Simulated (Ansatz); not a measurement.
Cost and result for the atomization energy of `[CH3][In-]([SH2+])([Cl])[Cl]` (10 atoms, 9 bonds).

```xyz
10

C     0.3017    0.6738   -1.8155
In   -0.5307   -0.4232   -0.1905
S     0.8797    0.3006    2.1202
Cl   -2.5734    0.1607    0.8306
Cl   -0.0539   -2.7003    0.1903
H     0.1753    1.7406   -1.6357
H     1.3597    0.4336   -1.9120
H    -0.2164    0.3981   -2.7338
H     0.9676   -1.0112    2.4085
H    -0.3096    0.4272    2.7378
```

Total charge 0; spin multiplicity 1. Correlated methods include outer-core shells of In, which these sets cover unevenly. In: def2 effective core potential. The geometry is a stationary point of PBE0-D4/def2-TZVP. It is one conformer, not always the lowest. Program: Ansatz. All runs use 8 threads of an Arm Neoverse V1 on a shared host. Times are those of one run each, without the atoms' runs, and a repeat can differ threefold. Electronic energies, without spin–orbit coupling; frozen cores. CCSD(T)/CBS adds CCSD(T) − MP2 in def2-TZVPP to the MP2 limit, and its time is that of the two runs behind it. T1 = 0.011. With those shells the extrapolation isn't a true limit. B3LYP takes the VWN-RPA correlation (the form of Gaussian; ORCA's B3LYP/G). HSE06 is the plane-wave form, built on full-range PBE exchange.

CCSD(T)/CBS is a level of theory with its own doubt, some kJ/mol a heavy atom from the limit and from the frozen cores, so smaller differences don't rank the functionals.

| level | functions | wall time | atomization (kcal/mol) | difference from CCSD(T)/CBS | per bond |
| --- | --- | --- | --- | --- | --- |
| LDA (SPW92)/def2-TZVPP | 277 | 1.1 s | 817.1 | 91.9 | 10.2 |
| BLYP-D4/def2-TZVPP | 277 | 1.7 s | 705.3 | -19.9 | -2.2 |
| revPBE-D4/def2-TZVPP | 277 | 1.8 s | 707.0 | -18.2 | -2.0 |
| HSE06-D4/def2-TZVPP | 277 | 3.1 s | 719.1 | -6.1 | -0.7 |
| CAM-B3LYP-D4/def2-TZVPP | 277 | 3.5 s | 715.2 | -10.0 | -1.1 |
| B3LYP-D4/def2-TZVPP (with forces) | 277 | 4.3 s | 711.5 | -13.7 | -1.5 |
| PBE-QIDH/def2-TZVPP | 277 | 4.6 s | 716.8 | -8.4 | -0.9 |
| B2PLYP/def2-TZVPP | 277 | 4.7 s | 704.9 | -20.3 | -2.3 |
| CCSD(T)/def2-SVP | 119 | 5.5 s | 675.9 | -49.3 | -5.5 |
| ωB97X-V/def2-TZVPP | 277 | 7 s | 724.7 | -0.5 | -0.1 |
| MP2/def2-QZVPP | 499 | 15 s | 724.0 | -1.2 | -0.1 |
| CCSD(T)/def2-TZVPP | 277 | 3.3 min | 703.6 | -21.6 | -2.4 |
| CCSD(T)/CBS(def2) | – | 3.6 min | 725.2 | 0.0 | 0.0 |

From r2SCAN to r2SCAN0 (25 % exact exchange), in def2-TZVPP and without D4, the atomization energy moves by −9.0 kcal/mol: exact exchange takes away binding that semilocal exchange gives to molecules. The D4 term adds +10.7 kcal/mol with B3LYP and +5.8 kcal/mol with PBE0; it sums over pairs of atoms, weighted by their polarisabilities, and B3LYP, whose exchange is more repulsive, gets the larger term. In def2-TZVPP, CCSD(T) changes the Hartree–Fock value by +173.2 kcal/mol (the triples alone add +11.6 kcal/mol) and MP2 by +181.0 kcal/mol; breaking electron pairs costs correlation energy, which Hartree–Fock lacks.

Spin–orbit coupling would lower the free In atoms strongly, and the atomization energy with them, by more than many differences here.
